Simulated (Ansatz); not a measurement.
Mulliken charges of C₃H₅ISi (`[SiH3]C=C=CI`) from ωB97M-V/def2-TZVPP in Ansatz (PBE0-D4/def2-TZVP geometry).

| atom | x (Å) | y (Å) | z (Å) | charge (e) |
| --- | --- | --- | --- | --- |
| Si1 | -1.620 | -0.296 | 0.654 | 0.220 |
| C2 | 0.180 | 0.149 | 0.861 | -0.252 |
| C3 | 1.013 | 0.082 | -0.137 | 0.046 |
| C4 | 1.802 | 0.011 | -1.161 | -0.251 |
| I5 | 2.088 | 1.638 | -2.438 | 0.047 |
| H6 | -1.970 | -1.415 | 1.570 | -0.024 |
| H7 | -1.859 | -0.697 | -0.753 | -0.014 |
| H8 | -2.470 | 0.872 | 1.006 | -0.023 |
| H9 | 0.552 | 0.476 | 1.831 | 0.122 |
| H10 | 2.368 | -0.870 | -1.430 | 0.129 |

Q: By hand: the dipole of these point charges (1 e Å = 4.8032 D).

A: Σ q r = (-0.206, -0.055, 0.086) e Å, of length 0.230 e Å = 1.10 D.

Q: How does the dipole of the full density compare? (An estimate is asked.)

A: Computed: (-0.024, -0.139, 0.198) e Å, 1.17 D; the point charges give 0.94 times that, at 58° from its direction.

Point charges leave out the atoms' own dipoles, such as those of lone pairs, and Mulliken's split depends on the basis, so the two needn't agree.
